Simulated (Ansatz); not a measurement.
Total energies of F4MoO, SMILES `[O]=[Mo]([F])([F])([F])[F]`.

```xyz
6

O     1.5033   -0.9409    0.0258
Mo    0.0897   -0.0564    0.0013
F    -0.3044   -0.3885    1.7336
F    -0.6749   -1.0609   -1.2919
F     0.9096    1.4914   -0.4442
F    -1.5232    0.9553   -0.0247
```

Charge 0, multiplicity 1. Correlated methods include outer-core shells of Mo, which these sets cover unevenly. Mo takes the def2 core potential. The structure was optimised at the PBE0-D4/def2-TZVP level. Basis def2-TZVPP, Ansatz.

RPA on PBE orbitals: Hartree–Fock energy of these orbitals -540.32918 Eh, correlation -2.64147 Eh (frozen core).

| functional | energy without D4 (Eh) | D4 term (kJ/mol) |
| --- | --- | --- |
| LDA (SPW92) | -540.09346 | – |
| ωB97M-V | -543.00163 | – |

Q: Give the same for PBE, revPBE, BLYP, r2SCAN, B97M-V, PBE0, B3LYP, r2SCANh, r2SCAN0, HSE06 (plane-wave form), BHLYP, CAM-B3LYP, LC-ωPBE, ωB97X-V, B2PLYP, PBE-QIDH. (Best estimate.)

A: Computed: 
| functional | energy without D4 (Eh) | D4 term (kJ/mol) |
| --- | --- | --- |
| PBE | -542.83650 | -13.0 |
| revPBE | -543.14510 | -38.6 |
| BLYP | -543.20658 | -28.8 |
| r2SCAN | -543.08931 | -3.0 |
| B97M-V | -543.07259 | – |
| PBE0 | -542.74093 | -10.8 |
| B3LYP | -543.24080 | -21.1 |
| r2SCANh | -543.02208 | -3.2 |
| r2SCAN0 | -542.92444 | -3.5 |
| HSE06 (plane-wave form) | -542.72193 | -10.1 |
| BHLYP | -542.87297 | -16.4 |
| CAM-B3LYP | -543.05753 | -11.0 |
| LC-ωPBE | -542.95780 | – |
| ωB97X-V | -543.00239 | – |
| B2PLYP | -542.89367 | – |
| PBE-QIDH | -542.61895 | – |

B3LYP takes the VWN-RPA correlation (the form of Gaussian; ORCA's B3LYP/G). HSE06 is the plane-wave form, built on full-range PBE exchange. The double hybrids freeze the cores in their second-order part.

LC-ωPBE has ω = 0.4 bohr⁻¹.
